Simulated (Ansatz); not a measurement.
ReO₃, SMILES [O]=[Re+](=[O])=[O], charge +1, multiplicity 1.

Coordinates come from a PBE0-D3(BJ)/def2-TZVP optimisation. The spin state was assumed, not searched. The isomer is the one that the SMILES or the coordinates give; other isomers of the formula were not compared. The def2 effective core potentials stand for the cores of Re; spin–orbit coupling is left out.

Two levels are set side by side: PBE/def2-SVPD (Ansatz, a first-principles code) and ωB97X-V/def2-SVPD (Ansatz). Energy differences of separate SCF runs at the same geometry; the states with an electron removed or added have multiplicity 2 and 2. Differences are taken from unrounded values.

```json
[
 {"quantity": "vertical ionisation energy (eV)", "ωB97X-V": "19.07"},
 {"quantity": "vertical electron affinity (eV)", "ωB97X-V": "10.21"},
 {"quantity": "vertical singlet–triplet gap (eV)", "ωB97X-V": "1.93"}
]
```

What does PBE give, and how far is it from ωB97X-V? (Estimate from the structure and the level; the computed values follow.)


```tsv
quantity	PBE	PBE minus ωB97X-V
vertical ionisation energy (eV)	18.88	-0.19
vertical electron affinity (eV)	9.71	-0.50
vertical singlet–triplet gap (eV)	2.17	0.24
```
